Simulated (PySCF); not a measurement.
Excitations are Tamm–Dancoff values on a coarser integration grid. The basis has no diffuse functions, so Rydberg states are missing or too high.

Cartesian coordinates (Å):
SMILES: [SH][Al]([SH])[SH]
```xyz
7

S     -0.5104    -1.6919     0.6407
Al     0.2735     0.1840    -0.1888
S      2.4286     0.3875    -0.5192
S     -0.9769     1.9028    -0.7292
H     -1.7678    -1.2014     0.7612
H      2.6807    -0.8045     0.0749
H     -2.1277     1.2235    -0.5053
```
Charge 0, multiplicity 1.

Question: Give the S1 excitation (TDA), T1 excitation (TDA), S1–T1 gap (TDA), dipole moment, HOMO, total energy, LUMO and HOMO–LUMO gap at the level PySCF 2.14.0 with PBE-D3(BJ)/def2-TZVP.

Answer: 
The S1 excitation (TDA) is 4.99 eV. The T1 excitation (TDA) comes out as 4.79 eV, the S1–T1 gap (TDA) is 0.20 eV and the dipole moment comes out as 1.48 D. The HOMO comes out as -6.51 eV. The total energy is -39139.53 eV. The LUMO comes out as -1.56 eV and the HOMO–LUMO gap is 4.94 eV.
